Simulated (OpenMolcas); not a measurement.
# Al+: from CASSCF to CASPT2

| Quantity | Value |
| --- | --- |
| Program | OpenMolcas 26.06 |
| Basis | ANO-RCC-VQZP [6s5p3d2f1g] |
| Scalar Hamiltonian | DKH2, point nucleus |
| Active space | 2 electrons in 8 orbitals (3s 3p 4s 4p) |
| State averaging | 2S+1 = 3 even, 3 roots; 2S+1 = 1 even, 1 root; 2S+1 = 3 odd, 3 roots; 2S+1 = 1 odd, 3 roots |
| Spin-orbit coupling | state interaction with AMFI integrals over the reference wave functions, term energies averaged over their components |

Methods on the same reference wave functions:
A. CASSCF
B. SS-CASPT2, IPEA 0.25 Eh, imaginary shift 0.1 Eh (closed shells correlated: 2s 2p)

Energies in cm⁻¹ above 3s² ¹S₀, the measured ground level; measured values from NIST Handbook of Basic Atomic Spectroscopic Data.

```csv
Level,A,B,Measured
3s² ¹S₀,0.0,0.0,0.0
3s 3p ³P°₀,37450,37218,37393
3s 3p ³P°₁,37501,37269,37454
3s 3p ³P°₂,37604,37372,37578
3s 3p ¹P°₁,67769,61033,59852
```

Deviations, from unrounded energies. A percentage is the sum of absolute deviations over the sum of measured energies, with the sign that they share, or ± where signs differ.

```csv
Against measurement,Levels,A,B
mean absolute deviation (cm-1),4,2000,440
other configurations (%),4,+4.7,±1.0
```

B lies closest to measurement on these levels. The largest miss of B in the table is 3s 3p ¹P°₁, by +1200 cm-1. The ranking rests on the paired levels alone, and a cruder setting can come out closer through cancelling errors.

The lowest spin-free term lies below A's lowest term by 0.228 hartree in B.

Active for correlation alone: 4p 4s; no level in the range computed is led by a configuration that fills them, so any true level of that kind is missing. Without dynamic correlation excited terms often stand tens of per cent too high (terms of higher spin than the ground term too low), and those without a measured partner can miss by more than the paired ones (holds for A). Measured partners are found by configuration, term and J. A level has none where our copy of the source lacks it or the pairing is in doubt (some pairs that miss far off the trend of their configuration count as doubtful), and it then counts in no deviation. Levels of configurations outside the active space are missing. The table leaves out levels that lie high or whose names do not pair safely across all columns.

° marks odd parity.
